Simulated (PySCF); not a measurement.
C₂H₃O₂, doublet, geometry from GFN2-xTB. Base run: MN15/STO-3G (PySCF).

PySCF was given this input:
```python
from pyscf import gto, scf, dft

mol = gto.M(
    atom='''
C    -0.933878   -0.065412    0.013184
O    -0.952587   -1.261701    0.004908
O    -0.028036    0.834302    0.006372
C     1.384468    0.450471   -0.017018
H     1.943523    1.381171   -0.018539
H     1.612003   -0.142538    0.867617
H     1.585926   -0.129789   -0.916310
''',
    basis='sto-3g',
    charge=0,
    spin=1,
    verbose=4,
)

mf = dft.UKS(mol)
mf.xc = 'mn15'
mf.kernel()
mf.analyze()
```

Each row names what was changed in the base input (with any setting that the change needs).

```tsv
change	ΔE vs base (mEh)	grid points	electrons on the grid
base	0.000	85824	30.99999
grids.level = 1	-0.047	28136	30.99999
grids.level = 0	10.214	6208	31.00666
grids.radi_method = gauss_chebyshev	-0.002	83848	30.99999
grids.prune = dft.gen_grid.sg1_prune	0.059	38360	31.00005
grids.becke_scheme = stratmann	-0.003	85824	31.00000
grids.radi_method = mura_knowles	0.000	81720	30.99999
small_rho_cutoff = 0	0.000	85824	30.99999
grids.atom_grid = (75, 302)	0.000	100920	30.99999
grids.level = 2	-0.001	60952	30.99999
grids.level = 4	-0.006	160864	31.00000
```

Open shells are given as the SCF converged; they aren't shown to be the lowest states, and a large step between rows can be another state.
